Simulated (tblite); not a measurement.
Compound: C4H9FGe.
Structure used (GFN2-xTB), in Å, numbered top down from 1:
```
atom  x, y, z in Å
C1     2.1848    0.3828   -0.9788
Ge2    0.6834    0.4261    0.3191
C3    -1.1737    0.7793   -0.3371
C4    -1.6444   -0.3862    0.5316
F5    -1.9239    0.1218    1.7916
C6    -0.3798   -1.2359    0.6497
H7     2.4657    1.3905   -1.2671
H8     1.8873   -0.1635   -1.8687
H9     3.0507   -0.1049   -0.5433
H10    1.0464    1.1852    1.5774
H11   -1.2937    0.5415   -1.3921
H12   -1.7051    1.7019   -0.1215
H13   -2.5544   -0.9040    0.2083
H14   -0.3154   -1.9412   -0.1766
H15   -0.3323   -1.7854    1.5855
```

Computed with GFN2-xTB (tblite): harmonic, unscaled wavenumbers at the GFN2-xTB geometry, gas phase. The method is semi-empirical: single wavenumbers can be off by several per cent or more. Modes of hydrogen on germanium can be 10 to 20 % off. One conformer, not necessarily the lowest.

Harmonic wavenumbers (cm⁻¹): 72.3, 111.1, 122.5, 140.5, 337.2, 399.8, 466.2, 507.5, 561.6, 564.2, 584.8, 716.7, 751.7, 765.9, 783.7, 803.0, 899.7, 963.4, 986.9, 1056.9, 1140.2, 1148.9, 1184.7, 1239.2, 1293.3, 1305.2, 1429.5, 1435.4, 1447.1, 1452.8, 1910.8, 2908.6, 2991.5, 2996.3, 3019.3, 3019.3, 3025.7, 3034.4, 3035.6.

A = 5730, B = 1528, C = 1489 MHz; mass 149.990 u (most abundant isotopes); point group Cs, symmetry number 1.

Q: What is the zero-point energy?

A: Half the sum of the wavenumbers: 25307 cm⁻¹ = 302.74 kJ/mol.

Q: Give the ideal-gas entropy at 298.15 K and 1 bar in the rigid-rotor, harmonic-oscillator model (classical rotation).

A: Translation 171.35, rotation 115.49, vibration 84.55: S = 371.4 J/(mol K).

Q: And Cp and H(298.15 K) − H(0)?

A: Cp = 131.28 J/(mol K), of which vibrations give 98.03 (their classical limit is 39 R = 324.3); H(298.15 K) − H(0) = 23.77 kJ/mol without the zero-point energy, 13.86 from vibrations.

Q: What must be added to the electronic energy to get the Gibbs energy at 298.15 K and 1 bar?

A: ZPE + [H(298.15 K) − H(0)] − T·S = 302.74 + 23.77 − 110.73 = 215.78 kJ/mol.

Q: How do the functions run with temperature in this model?

A: 
```csv
T (K),S (J/(mol K)),Cp (J/(mol K)),H − H(0) (kJ/mol),G − H(0) (kJ/mol),ln q(vib)
50,234.4,48.7,1.92,-9.80,0.22
100,273.2,63.8,4.76,-22.56,1.01
373.15,403.6,156.8,34.59,-116.03,6.00
500,454.7,192.5,56.85,-170.52,8.45
750,542.7,240.8,111.49,-295.53,13.20
1000,616.5,272.0,175.85,-440.69,17.66
```

q(vib) and H(0) count from the zero-point level.

Q: Blend soft modes into free rotors: weight 1/[1 + (100 cm⁻¹/ν̃)⁴] for the oscillator and the rest for a rotor with moment μB/(μ + B), μ = h/(8π²ν), B = 10⁻⁴⁴ kg m². What vibrational entropy results?

A: 80.00 J/(mol K) in place of 84.55, which changes −T·S at 298.15 K by +1.36 kJ/mol.

Hindered rotation and anharmonicity are outside this model. Other conformers, if any are populated, would add a mixing term that is left out.

The run took 0.41 s of wall time on one thread, Arm Neoverse V1 (aarch64) (shared host). The figure is for the frequency step alone.
